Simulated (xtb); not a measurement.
Species: C₁₁H₇N, SMILES `N#Cc1cc2cccccc-2c1` (charge 0, multiplicity 1).

Problem. Give a relaxed geometry from GFN2-xTB run with xtb.

Solution. the end point of this relaxation (outside a Z-matrix the atoms follow the SMILES, hydrogens last).
Bonded distances (Å): N1–C2 1.148, C2–C3 1.403, C3–C4 1.403, C3–C12 1.403, C4–C5 1.393, C4–H13 1.074, C5–C6 1.385, C5–C11 1.485, C6–C7 1.386, C6–H14 1.085, C7–C8 1.389, C7–H15 1.083, C8–C9 1.389, C8–H16 1.084, C9–C10 1.386, C9–H17 1.083, C10–C11 1.385, C10–H18 1.085, C11–C12 1.393, C12–H19 1.074. Angles (°): N1–C2–C3 179.8, C2–C3–C4 125.3, C2–C3–C12 125.2, C4–C3–C12 109.5, C3–C4–C5 108.5, C3–C4–H13 125.4, C5–C4–H13 126.1, C4–C5–C6 125.5, C4–C5–C11 106.8, C6–C5–C11 127.7, C5–C6–C7 128.5, C5–C6–H14 115.3, C7–C6–H14 116.2, C6–C7–C8 128.8, C6–C7–H15 115.7, C8–C7–H15 115.5, C7–C8–C9 130.0, C7–C8–H16 115.0, C9–C8–H16 115.0, C8–C9–C10 128.8, C8–C9–H17 115.5, C10–C9–H17 115.7, C9–C10–C11 128.5, C9–C10–H18 116.3, C11–C10–H18 115.3, C5–C11–C10 127.7, C5–C11–C12 106.8, C10–C11–C12 125.5, C3–C12–C11 108.4, C3–C12–H19 125.5, C11–C12–H19 126.1.
